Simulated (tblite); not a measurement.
Compound: C6H5FSe.
Atom-mapped SMILES: `[F:1][c:2]1[cH:3][cH:4][c:5]([SeH:6])[cH:7][cH:8]1` (hydrogens: H9 on C3; H10 on C4; H11 on Se6; H12 on C7; H13 on C8)

Computed with GFN2-xTB (tblite), gas phase: L-BFGS steps from a force-field or distance-geometry start until the largest atomic force falls under 0.01 eV/Å.

Geometry at step 5:
```
atom  x, y, z in Å
F1     -3.0106   -0.1729    0.4454
C2     -1.6894   -0.0852    0.2000
C3     -1.0850    1.1595    0.1112
C4      0.2798    1.2259   -0.1138
C5      1.0249    0.0564   -0.2360
Se6     2.9464    0.1722   -0.6865
C7      0.3898   -1.1767   -0.2017
C8     -0.9706   -1.2614    0.0268
H9     -1.6861    2.0523    0.2530
H10     0.7490    2.2037   -0.1919
H11     3.5577    0.1287    0.6255
H12     0.9653   -2.0788   -0.3507
H13    -1.4755   -2.2233    0.1008
```

Task: Give the atomic forces at this geometry.

Result: 
```tsv
atom	Fx (eV/Å)	Fy (eV/Å)	Fz (eV/Å)
F1	0.034	0.096	-0.018
C2	0.182	-0.195	-0.075
C3	-0.167	-0.043	0.168
C4	0.128	0.123	0.025
C5	0.067	0.268	-0.137
Se6	-0.372	-0.022	-0.160
C7	0.223	-0.083	0.028
C8	-0.188	0.000	0.151
H9	0.163	-0.153	-0.102
H10	0.013	-0.280	0.036
H11	-0.252	-0.022	0.136
H12	0.017	0.004	0.034
H13	0.151	0.308	-0.085
```

The largest, 0.41 eV/Å, acts on Se6; the rms over all components is 0.152 eV/Å. The forces sum to zero within rounding, as they must for an isolated molecule in no field.

Task: Give the force on Se6 in Eh/bohr and in nN.

Result: 0.406 eV/Å ÷ 51.422 = 0.00789 Eh/bohr, and 0.406 eV/Å × 1.602 = 0.65 nN.

Task: How far is this geometry from the end of the optimisation?

Result: 0.056 eV above it, and 0.074 Å rms away after alignment. The bonds farthest from their final lengths, with half the difference of the two atoms' forces along the bond (positive lengthens):

```tsv
bond	now (Å)	final (Å)	force along bond (eV/Å)
C5–Se6	1.977	1.943	-0.22
C8–H13	1.089	1.079	-0.22
C4–H10	1.087	1.079	-0.21
C3–H9	1.086	1.079	-0.15
C4–C5	1.392	1.386	-0.07
C2–C8	1.389	1.384	-0.19
```

The angle farthest from its final value is C5–Se6–H11, 101.7° against 94.6°.

Of the 2 listed bonds off by 0.010 Å or more, this force points towards the final length in 2.

What follows is the cost of the whole relaxation. On an Intel Xeon at 2.70 GHz with one thread (shared host), this took 0.38 s.
